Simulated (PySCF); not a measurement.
# Ge (germanium, neutral): M06-L calculation

Configuration: [Ar] 3d10 4s2 4p2, high-spin 3P determinant. Calculation: PySCF 2.14, in aug-pcseg-2 (7s6p4d2f, 59 functions); the non-relativistic Hamiltonian (point nucleus).

* Total energy: -2076.875 hartree
* One-electron energy: -2895.629 hartree
* Hartree (Coulomb) energy: 897.737 hartree
* Exchange-correlation energy: -78.984 hartree
* Kinetic energy: 2077.37103 hartree
* ⟨S²⟩: 2.0034
* ⟨L²⟩: 2.013
* Sum of ⟨r⟩: 24.06 bohr
* Sum of ⟨r²⟩: 40.42 bohr²
* Traceless quadrupole moment −½Σ⟨3z² − r²⟩ along its main axis: 3.88 e·bohr²
* Density at the nucleus (Gaussians lack the cusp): 22200 bohr⁻³
* Spin density at the nucleus: -0.151 bohr⁻³
* Langevin diamagnetic susceptibility: -32.0 ×10⁻⁶ cm³/mol

| shell | electrons | mean orbital energy (eV) | spread (eV) | rms radius, mean of both spins (bohr) |
| --- | --- | --- | --- | --- |
| 1s α | 1 | -10829.3 | 0 | 0.0554 |
| 1s β | 1 | -10829.2 | 0 | 0.0554 |
| 2s α | 1 | -1349.7 | 0 | 0.232 |
| 2s β | 1 | -1349.7 | 0 | 0.232 |
| 2p α | 3 | -1197.7 | 0.077 | 0.205 |
| 2p β | 3 | -1197.7 | 0.124 | 0.205 |
| 3s α | 1 | -169.06 | 0 | 0.679 |
| 3s β | 1 | -169.00 | 0 | 0.679 |
| 3p α | 3 | -117.92 | 0.331 | 0.705 |
| 3p β | 3 | -117.84 | 0.404 | 0.705 |
| 3d α | 5 | -30.537 | 0.320 | 0.826 |
| 3d β | 5 | -30.403 | 0.447 | 0.826 |
| 4s α | 1 | -11.993 | 0 | 2.35 |
| 4s β | 1 | -10.383 | 0 | 2.35 |
| 4p α | 2 | -4.352 | 0 | 3.02 |
